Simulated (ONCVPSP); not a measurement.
**Ranking ONCV potentials for Fe**

All share these settings but for the change named:

- Element: iron
- Generator: ONCVPSP 4.0.1
- Type: optimised norm-conserving Vanderbilt (ONCV)
- Functional: PBEsol
- Relativity: scalar-relativistic
- Frozen core: [Ne]
- Valence charge: 16
- Reference configuration: 3s2 3p6 3d6 4s2
- Partial waves: 3s+4s: rc 1.45 bohr, ncon 4, nbas 7, qcut 7.6 1/bohr, 2 projectors; 3p: rc 1.35 bohr, ncon 4, nbas 7, qcut 8.6 1/bohr, 1 projector; 3d: rc 1.35 bohr, ncon 4, nbas 9, qcut 12.5 1/bohr, 2 projectors, debl 3.4 Ha
- Local potential: polynomial inside 1.25 bohr (lpopt 5, dvloc0 4 Ha)
- Core correction: Teter function, fcfact 5.5, rcfact 1.75

Test errors are all-electron minus pseudo excitation energies from the reference, over 3s2 3p6 3d6 4s1; 3s2 3p6 3d6 4s0; 3s2 3p6 3d5 4s0; 3s2 3p6 3d6 4s0 4p1. None of these files shows a bound ghost.

The base gives 90.3 meV.

Of 3 variants that were run, those that failed, showed a ghost or another fault, or gave nearly equal values are left out.

A variant can come out equal or close to the base, since the largest error may sit in a test that the change hardly touches while other tests move.

**Question.** Rank these variants by their largest absolute test error, smallest first.
A. local potential polynomial inside 1.20 bohr (lpopt 5, dvloc0 4 Ha)
B. p: qcut 5.6
C. core correction none

**Answer.** A (64.2 meV), C (88.7 meV), B (144.5 meV).
